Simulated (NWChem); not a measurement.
# Correlation energy of digermane (H6Ge2)

```xyz
8

Ge     1.2179     0.0515     0.0000
Ge    -1.2179    -0.0515     0.0000
H      1.7278     0.8119     1.2527
H      1.7301     0.7891    -1.2654
H      1.8209    -1.3781     0.0133
H     -1.7278    -0.8119     1.2527
H     -1.7301    -0.7891    -1.2654
H     -1.8209     1.3781     0.0133
```
Charge 0, spin multiplicity 1.

Program: NWChem. The geometry was optimised at PBE/def2-SVP, a minimum by its harmonic frequencies.

Basis set: 6-31G*. Each correlation energy counts from its own Hartree-Fock reference.

The Hamiltonian is non-relativistic. The correlated methods keep 18 core orbitals frozen. The Pople sets run with spherical d functions. Coupled-cluster values serve here as a point of comparison, not as the truth.

**Question.** One of these methods gave a correlation energy of -497.2 mHa. Which?
(A) CCSD
(B) CR-CCSD[T]
(C) MP2
(D) SCS-MP2

**Answer.** C, MP2. The others give -466.6 (SCS-MP2), -517.8 (CR-CCSD[T]), -508.9 (CCSD).
